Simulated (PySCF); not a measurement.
H7NSi2, SMILES [SiH3]N[SiH3].

Geometry optimised at PBE-D3(BJ)/def2-SVP.

Method: PBE/def2-TZVPD (PySCF).

Symmetry labels are those of the subgroup Cs that the program uses (full group Cs).

Computed valence orbital energies around the gap with their symmetry:
| orbital | symmetry | energy (eV) |
|---|---|---|
| HOMO−7 | A' | -13.15 |
| HOMO−6 | A' | -10.87 |
| HOMO−5 | A" | -9.36 |
| HOMO−4 | A' | -8.90 |
| HOMO−3 | A' | -8.38 |
| HOMO−2 | A" | -8.21 |
| HOMO−1 | A" | -8.07 |
| HOMO | A' | -6.20 |
| LUMO | A' | -1.13 |
| LUMO+1 | A' | -0.28 |
| LUMO+2 | A' | 0.04 |
| LUMO+3 | A" | 0.18 |
